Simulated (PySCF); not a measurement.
## Electronic structure of Ge (germanium, neutral) at the M06-2X level

Configuration: [Ar] 3d10 4s2 4p2, high-spin 3P determinant. Calculation: PySCF 2.14, in cc-pVDZ-DK; the spin-free X2C one-electron Hamiltonian (Gaussian nucleus).

* Total energy: -2098.706 hartree
* One-electron energy: -2922.147 hartree
* Hartree (Coulomb) energy: 903.753 hartree
* Exchange-correlation energy: -80.312 hartree
* ⟨S²⟩: 2.0037
* ⟨L²⟩: 2.010
* Sum of ⟨r⟩: 24.00 bohr
* Sum of ⟨r²⟩: 40.34 bohr²
* Traceless quadrupole moment −½Σ⟨3z² − r²⟩ along its main axis: 3.52 e·bohr²
* Langevin diamagnetic susceptibility: -32.0 ×10⁻⁶ cm³/mol
* Time after the integrals: 0.48 s of wall time on 1 thread of Intel(R) Xeon(R) Platinum 8375C CPU @ 2.90GHz (shared host)

```tsv
shell	electrons	mean orbital energy (hartree)	spread (hartree)	rms radius, mean of both spins (bohr)
1s α	1	-406.52867	0	0.0542
1s β	1	-406.52508	0	0.0542
2s α	1	-51.78920	0	0.228
2s β	1	-51.78750	0	0.228
2p α	3	-45.33804	0.00028	0.203
2p β	3	-45.33503	0.00382	0.203
3s α	1	-6.71622	0	0.669
3s β	1	-6.71180	0	0.669
3p α	3	-4.71423	0.00596	0.701
3p β	3	-4.70913	0.01339	0.701
3d α	5	-1.36653	0.01044	0.820
3d β	5	-1.36309	0.01467	0.820
4s α	1	-0.53643	0	2.35
4s β	1	-0.42989	0	2.35
4p α	2	-0.22227	0	3.03
```

Densities and radii are taken from the X2C orbitals without a picture-change correction, which distorts them close to the nucleus.
